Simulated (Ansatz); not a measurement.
Frontier orbitals of C₈H₁₀O₂S, SMILES `Cc1ccc(S(C)(=O)=O)cc1`.

```xyz
21

C     0.139   -3.280   -1.185
C     0.128   -1.911   -0.580
C    -0.958   -1.477    0.178
C    -0.962   -0.226    0.768
C     0.133    0.608    0.596
S     0.133    2.209    1.337
C    -0.591    3.244    0.095
O     1.499    2.626    1.503
O    -0.767    2.185    2.458
C     1.228    0.199   -0.151
C     1.217   -1.056   -0.734
H    -0.871   -3.619   -1.423
H     0.572   -4.004   -0.488
H     0.736   -3.307   -2.098
H    -1.810   -2.135    0.314
H    -1.796    0.104    1.376
H    -1.604    2.901   -0.114
H     0.027    3.218   -0.801
H    -0.609    4.249    0.517
H     2.083    0.856   -0.251
H     2.072   -1.382   -1.316
```

The species carries charge 0 and has multiplicity 1. Geometry: relaxed with PBE0-D4/def2-TZVP. It is one conformer, not always the lowest. Basis def2-TZVPP, Ansatz.

| functional | HOMO (eV) | LUMO (eV) | gap (eV) |
| --- | --- | --- | --- |
| PBE | -6.61 | -2.03 | 4.58 |
| PBE0 | -7.67 | -1.18 | 6.49 |
| r2SCAN0 | -7.81 | -1.10 | 6.71 |
| BHLYP | -8.52 | -0.18 | 8.34 |
| CAM-B3LYP | -8.89 | -0.12 | 8.77 |
| ωB97M-V | -9.75 | 0.79 | 10.54 |
| HF | -9.70 | 2.33 | 12.03 |

Against PBE, PBE0 changes HOMO and LUMO by −1.06 and +0.84 eV, ωB97M-V by −3.14 and +2.82 eV. A gap of 4.58 eV thus becomes 10.54 eV for the same molecule, so an orbital gap means little without its functional. A positive LUMO is unbound and depends on the basis.
